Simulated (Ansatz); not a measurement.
NbCl4, SMILES [Cl][Nb]([Cl])([Cl])[Cl] (connectivity only; charge and spin as stated), neutral, multiplicity 2.

Coordinates come from a B3LYP-D3(BJ)/def2-SVP optimisation. The spin state was assumed, not searched. The def2 effective core potentials stand for the cores of Nb; spin–orbit coupling is left out.

Two levels are set side by side: PBE/def2-TZVPD (Ansatz, a program for electronic structure) and CAM-B3LYP/def2-TZVPD (Ansatz). Energy differences of separate SCF runs at the same geometry; the states with an electron removed or added have multiplicity 1 and 3. Differences are taken from unrounded values.

| quantity | PBE |
|---|---|
| vertical ionisation energy (eV) | 7.67 |
| vertical electron affinity (eV) | 1.95 |

These are the PBE values. What does CAM-B3LYP give? (An estimate is asked for; the answer gives what the named calculation found.)


| quantity | CAM-B3LYP | PBE minus CAM-B3LYP |
|---|---|---|
| vertical ionisation energy (eV) | 8.48 | -0.81 |
| vertical electron affinity (eV) | 2.50 | -0.55 |
